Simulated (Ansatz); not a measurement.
B2F4, charge +1, quartet, at a GFN2-xTB geometry of the parent state (a state made from the parent by changing its charge; the spin is typed, not shown lowest); CAM-B3LYP/STO-3G run with Ansatz (a quantum-chemistry and plane-wave program).

Ansatz was given this input:
Ansatz 0.2 input:
```yaml
crystal:
  periodic: [false, false, false]
  atoms:
    - {symbol: F, position_ang: [-1.42154176, -1.23245128, -0.09967212]}
    - {symbol: B, position_ang: [-0.80422778, -0.04353446, -0.04293697]}
    - {symbol: F, position_ang: [-1.54844616, 1.07167991, -0.05889277]}
    - {symbol: B, position_ang: [0.80422778, 0.04353446, 0.04293697]}
    - {symbol: F, position_ang: [1.54844616, -1.07167991, 0.05889277]}
    - {symbol: F, position_ang: [1.42154176, 1.23245128, 0.09967212]}
basis:
  gaussian:
    orbitals: STO-3G
hamiltonian:
  xc: cam_b3lyp
total_charge: 1
magnetization: {spin_polarized: true, initial_magnetization: 3}
```

### Question
Write the output that Ansatz gives for this input, abridged.

### Answer

```
Functional definition: CAM-B3LYP
425 factors; integrals over basis functions are off by at most 1.9e-4 eV
150 factors; integrals over basis functions are off by at most 5.7e-7 eV
mean field evaluation 1: about -12030.2630 eV, gradient 1.4e1 eV
mean field evaluation 2: about -12031.1315 eV, gradient 1.1e1 eV
mean field evaluation 4: about -12031.8028 eV, gradient 2.4e-1 eV
mean field evaluation 8: about -12031.7776 eV, gradient 2.7e-2 eV
mean field evaluation 16: about -12031.7777 eV, gradient 8.2e-5 eV
mean field evaluation 32: about -12031.8740 eV, gradient 2.7e-1 eV
mean field evaluation 64: about -12031.8337 eV, gradient 1.7e0 eV
mean field -12031.91869262 eV, -442.1648564263 hartree, gradient 1.4e-6 eV, S^2 3.757040; 6 other end points of the search recorded, 0 dependent functions left out
reference -12031.91875129 eV, -442.1648585825 hartree; 24, 21 occupied and 6, 9 virtual orbitals, 425 factors
Total energy: -12031.91875129 eV, -442.1648585825 hartree
```
